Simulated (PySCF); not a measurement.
# Dipole moment and polarisability of `O=C(O)[C@@H]1C=CCO1`

Compound: C5H6O3.
Atom-mapped SMILES: `[O:1]=[C:2]([OH:3])[C@@H:4]1[CH:5]=[CH:6][CH2:7][O:8]1` (hydrogens: H9 on O3; H10 on C4; H11 on C5; H12 on C6; H13, H14 on C7)

Cartesian coordinates in Å at the GFN2-xTB level; atoms count from 1:
```xyz
14
C5H6O3 angstrom
O      1.6183   -1.3331    0.7691
C      1.5747   -0.4503   -0.0381
O      2.6397    0.2829   -0.3844
C      0.3176    0.0321   -0.7663
C     -0.2946    1.1316    0.0656
C     -1.4193    0.6858    0.5966
C     -1.6663   -0.7202    0.1435
O     -0.6695   -0.9707   -0.8381
H      3.4266   -0.0087    0.1047
H      0.5978    0.3491   -1.7777
H      0.1839    2.0837    0.1875
H     -2.0906    1.2018    1.2562
H     -2.6493   -0.8567   -0.3203
H     -1.5698   -1.4277    0.9797
```

Level: CAM-B3LYP/def2-SVPD (PySCF), static field, nuclei fixed, core orbitals frozen in the response. The polarisability tensor in these axes (au):

```
x   80.21  4.10 -5.82
y    4.10 61.95 -3.60
z   -5.82 -3.60 56.08
```

Problem. Diagonalise the tensor; give its mean and Δα, where Δα² is half the sum of the squared differences of the eigenvalues.

Solution. Principal values 53.82, 61.75 and 82.67 au; mean 66.08 au = 9.79 Å³ = 10.89 × 10⁻⁴⁰ C²·m²/J; Δα = 25.81 au (39 % of the mean).

Problem. What is the dipole moment, and where does it point?

Solution. (-0.18, 2.53, 0.28) D, 2.55 D in size, pointing from the negative to the positive side. Measured along this direction, the outermost atoms are O1 at the negative end and H11 at the positive end.

Problem. Give the principal axes and the span of the nuclei along them.

Solution. Largest value along (0.94, 0.23, -0.24), where the nuclei span 5.83 Å; middle along (-0.29, 0.91, -0.28), 3.71 Å; least along (0.15, 0.33, 0.93), 2.70 Å. The response follows the extents in order.

Problem. Orientational against electronic polarisability at 250 K (dilute gas, rigid molecules)?

Solution. In Gaussian units μ²/3kT = 62.65 Å³ against 9.79 Å³, a ratio of 6.40; the Debye molar polarisation (4π/3)N_A(α + μ²/3kT) is 182.7 cm³/mol, leaving out the vibrational part.

Problem. Estimate the molar refractivity from the static electronic polarisability.

Solution. Lorentz–Lorenz: R = (4π/3)N_A α = 2.5225 cm³/(mol·Å³) × 9.79 Å³ = 24.7 cm³/mol, in the limit of long wavelengths.

Geometry: GFN2-xTB, one conformer, isolated molecule.

The run behind these numbers computed excited states as well. On an x86-64 server with one thread (shared host), this took 92 s.
